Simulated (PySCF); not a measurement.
SZn, SMILES [S]=[Zn].

The structure is a stationary point at PBE0-D3(BJ)/def2-TZVP.

Two levels are set side by side: PBE/def2-TZVPD (PySCF) and M06-2X/def2-TZVPD (PySCF). Same geometry, gas phase. Differences are taken from unrounded values.

```csv
quantity,PBE
orbital gap (eV),0.54
highest occupied level (eV),-5.52
lowest empty level (eV),-4.98
dipole moment (D),4.99
mean polarisability (bohr³),59.6
```

Question: These are the PBE values. What does M06-2X give? (An estimate is asked for; the answer gives what the named calculation found.)

Answer: 
```csv
quantity,M06-2X,PBE minus M06-2X
orbital gap (eV),3.96,-3.42
highest occupied level (eV),-7.59,2.07
lowest empty level (eV),-3.63,-1.35
dipole moment (D),5.79,-0.80
mean polarisability (bohr³),58.6,1.0
```

PBE's occupied levels lie high since its potential decays too fast outside the molecule; exact exchange lowers them and widens the gap. Differences between two approximate levels are no errors against the true value.

Rough cost on one machine, each run with all the roots and properties that it gave: M06-2X against PBE about 3 times.
